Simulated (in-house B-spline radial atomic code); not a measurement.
Cl⁶⁺. Computed with a B-spline radial atomic code. Model: all-electron spherical atom, spin shells full or empty, radial basis limit, no spin-orbit coupling: exact exchange with a local potential (Slater, KLI or optimised effective potential, whose far tail is KLI's), no correlation.

Empty minority-spin level lies below the highest occupied level: each spin potential is zero at infinity, spin occupations fixed.

The run also made RPA and GW results, which its time includes.

The Slater potential averages the orbital exchange potentials with the orbital densities as weights, KLI adds orbital constants, and the optimised effective potential minimises the exact-exchange energy among local potentials. So their energies lie above Hartree-Fock in the order OEP, KLI, Slater. All fall off as −1/r, unlike LDA and GGA exchange.

Command:
```bash
python run_gw.py task.json out
```
Settings (lengths in bohr, energies in hartree):
```
Z                      17
electrons              11
configuration          [Ne] 3s1
hamiltonian            nr
method                 kli
lmax                   9
spin_polarised         True
box_radius             9.29
intervals              65
ion_configuration      [He] 2s2 2p6
```

Run time, properties included: 4.3 s on 1 thread of Arm Neoverse N1, on a shared host.

Given: hamiltonian non-relativistic; mean-field start exchange-only KLI.

Computed: energy above Hartree-Fock 3.7569 millihartree; virial ratio -E/T less 1 0.000353.

| radius (bohr) | r times exchange potential up (hartree bohr) | r times exchange potential down (hartree bohr) |
| --- | --- | --- |
| 0.00294 | -0.039839 | -0.041155 |
| 0.00355 | ? | ? |
| 0.00428 | -0.057868 | -0.059785 |
| 0.00516 | -0.069642 | -0.071955 |
| 0.00623 | -0.083864 | -0.086659 |
| 0.00751 | -0.10072 | -0.10409 |
| 0.00906 | -0.12088 | -0.12495 |
| 0.0109 | -0.14439 | -0.14931 |
| 0.0132 | -0.17306 | -0.17904 |
| 0.0159 | -0.20557 | -0.21281 |
| 0.0192 | -0.24347 | -0.25227 |
| 0.0232 | ? | ? |
| 0.0279 | -0.33275 | -0.3458 |
| 0.0337 | -0.38329 | -0.39929 |
| 0.0407 | -0.43478 | -0.45447 |
| 0.049 | -0.48302 | -0.50726 |
| 0.0592 | -0.52508 | -0.55516 |
| 0.0714 | -0.55422 | -0.59165 |
| 0.0861 | -0.56562 | -0.61243 |
| 0.104 | -0.55773 | -0.61658 |
| 0.125 | -0.54256 | -0.61557 |
| 0.151 | -0.55403 | -0.64242 |
| 0.182 | -0.62736 | -0.73071 |
| 0.22 | -0.75219 | -0.87352 |
| 0.265 | -0.88368 | -1.0289 |
| 0.32 | -0.99507 | -1.1733 |
| 0.386 | -1.0614 | -1.2832 |
| 0.466 | -1.0657 | -1.3445 |
| 0.562 | -0.99893 | -1.352 |
| 0.678 | -0.86693 | -1.3153 |
| 0.818 | -0.73921 | -1.2529 |
| 0.987 | -0.75923 | -1.1839 |
| 1.19 | -0.86355 | -1.1214 |
| 1.44 | -0.94232 | -1.0696 |
| 1.73 | -0.98063 | -1.0324 |
| 2.09 | -0.9956 | -1.0067 |
| 2.52 | -0.99942 | -0.99251 |

Question: What belongs in the row 0.00355?

Answer: r times exchange potential up (hartree bohr): -0.04806; r times exchange potential down (hartree bohr): -0.049649.

Question: What belongs in the row 0.0232?

Answer: r times exchange potential up (hartree bohr): -0.28649; r times exchange potential down (hartree bohr): -0.29722.

```tsv
occupied	level (hartree)	Hartree-Fock level (hartree)
1s up	-105.19	-109.03
1s down	?	?
2s up	-13.556	-14.541
2s down	-14.14	-14.477
2p up	-11.387	-12.003
2p down	-11.967	-11.977
3s up	-4.1666	-4.1674
```

Question: What belongs in the row 1s down?

Answer: level (hartree): -105.73; Hartree-Fock level (hartree): -108.99.

```csv
empty,level (hartree)
3s down,-4.4223
3p down,-3.8637
3p up,-3.6227
3d down,-3.1282
3d up,?
4s down,-2.1409
4s up,-2.0783
4p down,-1.9396
4p up,?
4d down,-1.6786
```

Question: What belongs in the row 3d up?

Answer: level (hartree): -2.8606.

Question: What belongs in the row 4p up?

Answer: level (hartree): -1.8769.

The highest level, 3s up, differs from Hartree-Fock by +0.024 eV and the deepest, 1s down, by +88.9 eV: a local potential can match the highest level but can't give each shell its own exchange.
